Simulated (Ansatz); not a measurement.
C2H6O2Si can be A, `C=C(O)[SiH2]O`, or B, `[SiH3]OC1CO1`.

Program: Ansatz. Geometries: PBE0-D4/def2-TZVP. ΔE: electronic, gas phase. CBS: MP2 limit from def2 TZ/QZ plus the TZ coupled-cluster correction, frozen cores. DFT in def2-TZVPP. B3LYP here is the variant with VWN-RPA as its local correlation; programs differ in this. One conformer a species, not always the lowest.

Task: Which is lower in electronic energy at CCSD(T)/CBS, and by how much? (An estimate is asked.)

Result: The calculation gave: A, by 121.8 kJ/mol.

Task: Give E(B) − E(A) in kJ/mol with CCSD/def2-TZVPP, B2PLYP, ωB97M-V, CCSD(T)/def2-TZVPP, PBE-D4, MP2/def2-TZVPP, B3LYP-D4. (Best estimate.)

Result: Computed: CCSD/def2-TZVPP 114.0, B2PLYP 119.0, ωB97M-V 112.9, CCSD(T)/def2-TZVPP 114.6, PBE-D4 109.1, MP2/def2-TZVPP 115.3, B3LYP-D4 120.6. None reverses the order clearly.

Largest T1 diagnostic: 0.012.
